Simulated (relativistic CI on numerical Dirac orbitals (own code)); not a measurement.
Mn: calculation against measurement

Method of calculation: Dirac-Coulomb-Breit CI, orbitals from a KLI potential per configuration, model QED, valence Slater integrals scaled by 0.85, P86 correlation energy added to each configuration (own radial code, finite nucleus).

Configurations in the expansion (outside the closed core [Ar]): 3d⁵4s², 3d⁶4s, 3d⁵4s4p, 3d⁶4p, 3d⁷, 3d⁵4s4d, 3d⁶5s, 3d⁵4s5s, 3d⁶5p, 3d⁵4s5p, 3d⁴4s²4p, 3d⁵4p², 3d⁴4p³. Double excitations out of closed p, d and f shells are left out; levels of such configurations are missing from the list, as are those of other unlisted configurations, and high levels can miss mixing partners.

```tsv
Configuration	Term (tabulated)	J	Measured (cm⁻¹)	Computed	Error	Purity (%)
3d⁵4s²	a 6S	5/2	0.0	0	0	94
3d⁶4s	a 6D	9/2	17052.3	23815	6763	98
3d⁶4s	a 6D	7/2	17282.0	24037	6755	98
3d⁶4s	a 6D	5/2	17451.5	24203	6752	98
3d⁶4s	a 6D	3/2	17568.5	24318	6749	98
3d⁶4s	a 6D	1/2	17637.2	24386	6748	98
3d⁵4s4p	z 8P°	5/2	18402.5	14003	-4400	99
3d⁵4s4p	z 8P°	7/2	18531.6	14119	-4412	99
3d⁵4s4p	z 8P°	9/2	18705.4	14273	-4432	99
3d⁶4s	a 4D	5/2	23549.2	33030	9481	55
3d⁶4s	a 4D	3/2	23719.5	33139	9420	58
3d⁶4s	a 4D	1/2	23818.9	33202	9383	60
3d⁵4s4p	z 4P°	5/2	31001.2	28744	-2257	98
3d⁵4s4p	z 4P°	3/2	31076.4	28787	-2289	98
3d⁵4s4p	z 4P°	1/2	31125.0	28815	-2310	98
3d⁶4p	z 6D°	9/2	41789.5	44049	2259	56
3d⁶4p	z 6F°	11/2	43314.2	49239	5925	65
3d⁶4p	z 6F°	9/2	43428.6	49339	5911	69
3d⁶4p	z 6F°	7/2	43524.1	49416	5892	72
3d⁶4p	z 6F°	5/2	43595.5	49474	5878	74
3d⁶4p	z 6F°	3/2	43644.4	49514	5869	76
3d⁶4p	z 6F°	1/2	43672.7	49538	5865	77
3d⁵4s4p	v 6P°	7/2	49888.0	45831	-4057	82
3d⁵4s4p	v 6P°	5/2	50012.5	45985	-4028	84
3d⁵4s4p	v 6P°	3/2	50099.0	46061	-4038	86
```

Measured levels from NIST Handbook of Basic Atomic Spectroscopic Data (Sansonetti and Martin, J. Phys. Chem. Ref. Data 34, 1559 (2005)); pairs were made by configuration, J and term (by order where the table uses no LS term), so strongly mixed levels may be paired wrongly.

Mean error by configuration (cm⁻¹): 3d⁶4s 7756; 3d⁵4s4p -3580; 3d⁶4p 5371. Over the excited levels the mean absolute error is 5495 cm⁻¹ (24 of the 35 excited levels that our extract of the source holds in range could be paired, and the others can miss by more), and the median relative error of those above 1,000 cm⁻¹ is 14 %.

Transition probabilities of persistent lines. The last column rescales the computed rate by the cube of measured over computed energy:

```tsv
λ measured (Å)	Lower	Upper	A tabulated (s⁻¹)	A computed	A rescaled
3806.72 air	3d⁶4s a 6D9/2	3d⁶4p z 6F°11/2	5.90e+07	9.12e+07	1.00e+08
4041.36 air	3d⁶4s a 6D9/2	3d⁶4p z 6D°9/2	7.87e+07	2.28e+07	4.16e+07
```
